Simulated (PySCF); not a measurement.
FGeH4N, SMILES [NH2][GeH2][F].

Geometry: PBE0-D3(BJ)/def2-TZVP. The values are those of a single conformer.

These are TDDFT-PBE0/def2-SVPD (PySCF) values and carry that method's errors.

Vertical excitations.  State labels are in the subgroup Cs.

Q: Give excitation energies, oscillator strengths and character. (Estimate from the structure and the level; the computed values follow.)

A: 
```
state  symmetry  energy (eV)  λ (nm)      f                            main pairs
-----  --------  -----------  ------  -----  ------------------------------------
S1           A'         6.92     179  0.052                        HOMO→LUMO 93 %
S2           A'         7.60     163  0.034    HOMO→LUMO+1 69 %, HOMO→LUMO+2 22 %
S3           A'         7.77     160  0.021    HOMO→LUMO+2 73 %, HOMO→LUMO+1 24 %
S4           A"         8.43     147  0.010  HOMO−1→LUMO 67 %, HOMO−1→LUMO+1 31 %
S5           A'         8.51     146  0.018                      HOMO→LUMO+3 96 %
S6           A"         8.68     143  0.023  HOMO−1→LUMO+1 68 %, HOMO−1→LUMO 30 %
S7           A"         8.90     139  0.007                      HOMO→LUMO+4 92 %
S8           A"         8.93     139  0.005                      HOMO→LUMO+5 93 %
S9           A'         9.21     135  0.059  HOMO−2→LUMO 60 %, HOMO−2→LUMO+1 35 %
S10          A"         9.24     134  0.145                    HOMO−1→LUMO+2 93 %
T1           A'         6.43     193      0                        HOMO→LUMO 85 %
T2           A'         6.91     179      0                      HOMO→LUMO+1 96 %
T3           A'         7.52     165      0      HOMO→LUMO+2 83 %, HOMO→LUMO 13 %
T4           A"         7.97     156      0  HOMO−1→LUMO 50 %, HOMO−1→LUMO+1 44 %
```
Triplets are in the Tamm–Dancoff approximation, which puts them higher than full response would, so one can lie above its singlet here.
